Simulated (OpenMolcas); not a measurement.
**N2+, P2+, As2+, Sb2+, Bi2+: ns² np down the group**

```json
{
 "Program": "OpenMolcas",
 "Method": "RASSCF",
 "Basis": "ANO-R2",
 "Scalar Hamiltonian": "X2C, finite nucleus",
 "Spin-orbit coupling": "RASSI with atomic mean-field integrals over the reference wave functions, term energies averaged over their components"
}
```

Active space for each ion: 3 electrons in 9 orbitals (RAS2 s p; RAS3 d, at most 2 electrons).

Computed levels in cm-1 above ²P°_1/2:

```
                                Level  N2+  P2+  As2+  Sb2+   Bi2+
                              ²P°_3/2  156  489  2578  5625  17538
weight of ²P° in the lowest level (%)  100  100   100   100    100
```

Measured, with the error of the calculation in %. Measured levels: N2+ from Moore, Selected Tables of Atomic Spectra, NSRDS-NBS 3, section 5; P2+ from Martin, Zalubas and Musgrove, J. Phys. Chem. Ref. Data 14, 751 (1985); As2+ from Moore, Atomic Energy Levels, vol. II, NSRDS-NBS 35 (1971 reprint of NBS Circular 467, 1952); Sb2+, Bi2+ from Moore, Atomic Energy Levels, vol. III, NSRDS-NBS 35 (1971 reprint of NBS Circular 467, 1958).

```csv
Level,N2+,P2+,As2+,Sb2+,Bi2+
²P°_3/2,174 (-10.6),559 (-12.5),2940 (-12.3),6576 (-14.5),20788 (-15.6)
```

The fine-structure level ²P°_3/2 changes by a factor of 112 from N2+ to Bi2+.

Active for correlation alone: 3d; no level in the range computed is led by a configuration that fills it, so any true level of that kind is missing (holds for N2+; P2+). Active for correlation alone: 4d; no level in the range computed is led by a configuration that fills it, so any true level of that kind is missing (holds for As2+). Active for correlation alone: 5d; no level in the range computed is led by a configuration that fills it, so any true level of that kind is missing (holds for Sb2+). The run also gave levels led by 6s 6p 6d, which use shells meant for correlation; these and all levels above them are left out (holds for Bi2+). Computed and measured levels are paired by configuration, term and J; levels that our copy of the source lacks, or whose pairing is in doubt (as where it misses far off the trend of its configuration), stay unpaired and out of the deviations. Only configurations of the active space appear.

° marks odd parity.
